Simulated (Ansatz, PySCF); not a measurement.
Dissociation curve of MgH, doublet.

- UKS-B3LYP/6-31G* = PySCF with unrestricted B3LYP/6-31G*, spherical d
- UKS-CAM-B3LYP = unrestricted CAM-B3LYP/cc-pVQZ run with Ansatz (a quantum-chemistry and plane-wave program)
- UCCSD(T) = CCSD(T) on UHF/cc-pVQZ, frozen core in Ansatz

Energies are in kJ/mol, each relative to the lowest point of its own curve near equilibrium.

```json
[
 {"R / Å": "1.30", "UKS-B3LYP/6-31G*": "140.1", "UKS-CAM-B3LYP": "128.4", "UCCSD(T)": "138.4"},
 {"R / Å": "1.38", "UKS-B3LYP/6-31G*": "84.6", "UKS-CAM-B3LYP": "75.7", "UCCSD(T)": "82.4"},
 {"R / Å": "1.50", "UKS-B3LYP/6-31G*": "33.1", "UKS-CAM-B3LYP": "27.7", "UCCSD(T)": "31.0"},
 {"R / Å": "1.57", "UKS-B3LYP/6-31G*": "15.8", "UKS-CAM-B3LYP": "12.2", "UCCSD(T)": "14.2"},
 {"R / Å": "1.66", "UKS-B3LYP/6-31G*": "3.7", "UKS-CAM-B3LYP": "2.0", "UCCSD(T)": "2.8"},
 {"R / Å": "1.68", "UKS-B3LYP/6-31G*": "2.2", "UKS-CAM-B3LYP": "1.0", "UCCSD(T)": "1.6"},
 {"R / Å": "1.74", "UKS-B3LYP/6-31G*": "0.0", "UKS-CAM-B3LYP": "0.0", "UCCSD(T)": "0.0"},
 {"R / Å": "1.78", "UKS-B3LYP/6-31G*": "0.1", "UKS-CAM-B3LYP": "0.9", "UCCSD(T)": "0.5"},
 {"R / Å": "1.85", "UKS-B3LYP/6-31G*": "2.7", "UKS-CAM-B3LYP": "4.7", "UCCSD(T)": "3.9"},
 {"R / Å": "1.89", "UKS-B3LYP/6-31G*": "5.2", "UKS-CAM-B3LYP": "7.9", "UCCSD(T)": "7.0"},
 {"R / Å": "2.00", "UKS-B3LYP/6-31G*": "15.4", "UKS-CAM-B3LYP": "19.7", "UCCSD(T)": "18.4"},
 {"R / Å": "2.17", "UKS-B3LYP/6-31G*": "36.0", "UKS-CAM-B3LYP": "42.3", "UCCSD(T)": "41.2"},
 {"R / Å": "2.37", "UKS-B3LYP/6-31G*": "61.6", "UKS-CAM-B3LYP": "69.5", "UCCSD(T)": "69.5"},
 {"R / Å": "2.63", "UKS-B3LYP/6-31G*": "89.9", "UKS-CAM-B3LYP": "98.5", "UCCSD(T)": "100.5"},
 {"R / Å": "2.88", "UKS-B3LYP/6-31G*": "109.1", "UKS-CAM-B3LYP": "117.3", "UCCSD(T)": "119.4"},
 {"R / Å": "3.10", "UKS-B3LYP/6-31G*": "120.3", "UKS-CAM-B3LYP": "127.5", "UCCSD(T)": "128.1"},
 {"R / Å": "3.50", "UKS-B3LYP/6-31G*": "131.1", "UKS-CAM-B3LYP": "136.6", "UCCSD(T)": "133.9"},
 {"R / Å": "3.81", "UKS-B3LYP/6-31G*": "134.6", "UKS-CAM-B3LYP": "139.3", "UCCSD(T)": "135.1"},
 {"R / Å": "4.20", "UKS-B3LYP/6-31G*": "136.4", "UKS-CAM-B3LYP": "140.7", "UCCSD(T)": "135.6"},
 {"R / Å": "4.68", "UKS-B3LYP/6-31G*": "137.3", "UKS-CAM-B3LYP": "141.4", "UCCSD(T)": "135.8"},
 {"R / Å": "5.20", "UKS-B3LYP/6-31G*": "137.7", "UKS-CAM-B3LYP": "141.6", "UCCSD(T)": "135.9"},
 {"R / Å": "6.03", "UKS-B3LYP/6-31G*": "138.0", "UKS-CAM-B3LYP": "141.6", "UCCSD(T)": "136.0"},
 {"R / Å": "6.87", "UKS-B3LYP/6-31G*": "138.1", "UKS-CAM-B3LYP": "141.7", "UCCSD(T)": "136.0"}
]
```

At the longest distance, 6.87 Å, UKS-CAM-B3LYP lies highest above its minimum (141.7 kJ/mol) and UCCSD(T) lowest (136.0 kJ/mol).

The unrestricted determinant behind UCCSD(T) is spin-contaminated at 2.37 to 3.10 Å (<S²> up to 0.9, against 0.75 for a pure doublet).
